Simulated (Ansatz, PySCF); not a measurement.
Molecule: GeF2, charge 0, multiplicity 1. 
Coordinates optimised at B3LYP-D3(BJ)/def2-TZVP (Ansatz, a quantum-chemistry and plane-wave program):
```
Ge
F 1 1.7583
F 1 1.7583 2 97.40
```

Quantity: atomisation energy (electronic, to ground-state atoms), in kJ/mol. Correlated levels leave the core frozen unless marked. UHF or UKS for open shells. Spin-orbit coupling is left out. Frozen are the shells of the preceding noble gas and the d and f shells that filled before the atom's block. Non-relativistic. The coupled-cluster limit lacks core correlation, which all-electron functionals hold. CBS(X,Y): correlation extrapolated as X^-3; Hartree-Fock from the larger set.

```
level                                program  atomisation energy (kJ/mol)
----------------------------  --------------  ---------------------------
M06-L-D4/def2-TZVPD            PySCF + dftd4                       1085.5
BHLYP-D4/def2-TZVPD           Ansatz + dftd4                          [?]
r2SCANh/def2-TZVPD                    Ansatz                       1058.0
PW6B95/def2-TZVPD                      PySCF                          [?]
CAM-B3LYP-D3(BJ)/def2-TZVPD   Ansatz + dftd3                       1086.7
wB97X-V/def2-TZVPD                    Ansatz                       1088.5
CCSD(T)/CBS(cc-pVTZ,cc-pVQZ)          Ansatz                          [?]
```

Question: Complete the blanks.

Answer: 
- BHLYP-D4/def2-TZVPD, atomisation energy (kJ/mol): 996.3
- PW6B95/def2-TZVPD, atomisation energy (kJ/mol): 1079.7
- CCSD(T)/CBS(cc-pVTZ,cc-pVQZ), atomisation energy (kJ/mol): 1091.4
